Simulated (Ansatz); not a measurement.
Na₁₄Cl₁₄ (started as a model of: 2x2x7 NaCl rock-salt block), relaxed as a singlet with RKS r2SCAN-D4/def2-SVP in Ansatz, starting from the GFN2-xTB geometry. Force threshold 0.03 eV/Å.

Single mean-field runs in def2-SVP are fitted with def2-universal-jkfit. Another isomer (singlet) lies 0.08 eV lower at PBE0-D4/def2-TZVP; other spin states weren't run for this one.

Start:

Cartesian coordinates in Å:
```
Cl -0.1483 3.5162 -3.9940
Cl -1.1287 1.4978 0.4287
Cl -2.1313 -0.5035 4.8527
Cl 2.9116 3.9005 -5.9597
Cl 1.9954 1.9234 -1.4608
Cl 1.0080 -0.0854 2.9690
Cl -0.0712 -2.1608 7.3835
Cl 0.0687 2.1611 -7.3802
Cl -1.0083 0.0884 -2.9685
Cl -1.9907 -1.9240 1.4584
Cl -2.9137 -3.9018 5.9559
Cl 2.1303 0.4996 -4.8529
Cl 1.1313 -1.4943 -0.4275
Cl 0.1480 -3.5146 3.9944
Na 0.4803 4.3419 -6.2563
Na -0.5728 2.4174 -1.8029
Na -1.5593 0.4085 2.6106
Na -2.4866 -1.6910 7.0136
Na 2.4349 2.8921 -3.7118
Na 1.4115 0.8647 0.7088
Na 0.4490 -1.1295 5.1574
Na -0.4526 1.1320 -5.1541
Na -1.4104 -0.8615 -0.7090
Na -2.4312 -2.8962 3.7080
Na 2.4823 1.6867 -7.0131
Na 1.5588 -0.4110 -2.6111
Na 0.5785 -2.4152 1.8039
Na -0.4835 -4.3415 6.2570
```

| step | energy (eV) | largest force component (eV/Å) | SCF passes |
| --- | --- | --- | --- |
| 1 | -237100.0574 | 0.645 | 13 |
| 2 | -237101.1147 | 0.247 | 15 |
| 3 | -237101.4730 | 0.067 | 17 |
| 4 | -237101.5240 | 0.011 | 18 |
| 5 (rejected) | -237101.5231 | 0.016 | 17 |
| 6 | -237101.5240 | 0.011 | 18 |

Force components are those of the run's own axes.

End:

```xyz
28

Cl   -0.171    3.730   -4.210
Cl   -1.199    1.589    0.454
Cl   -2.259   -0.513    5.128
Cl    3.132    4.162   -6.293
Cl    2.129    2.049   -1.545
Cl    1.078   -0.085    3.154
Cl   -0.030   -2.263    7.849
Cl    0.028    2.262   -7.849
Cl   -1.078    0.086   -3.153
Cl   -2.128   -2.048    1.544
Cl   -3.133   -4.163    6.292
Cl    2.259    0.513   -5.128
Cl    1.201   -1.588   -0.453
Cl    0.171   -3.729    4.210
Na    0.560    4.494   -6.602
Na   -0.539    2.469   -1.936
Na   -1.585    0.344    2.740
Na   -2.561   -1.848    7.357
Na    2.483    3.015   -3.993
Na    1.429    0.875    0.717
Na    0.376   -1.265    5.428
Na   -0.377    1.265   -5.427
Na   -1.428   -0.874   -0.716
Na   -2.483   -3.015    3.993
Na    2.559    1.847   -7.357
Na    1.585   -0.344   -2.739
Na    0.540   -2.468    1.937
Na   -0.561   -4.495    6.601
```

By distances, no bond broke or formed. The bond that changes most is Cl9–Na22, from 2.49 to 2.66 Å (atoms count from 1).

The force fell under the threshold at step 4, but the optimiser went on. No frequencies were taken in this run, so the end may be a saddle point.

Run time 22 s (4 threads of AMD EPYC 7R13 on a shared host and a share (37 GiB) of an NVIDIA H100 80GB HBM3), peak host memory 1.1 GiB.
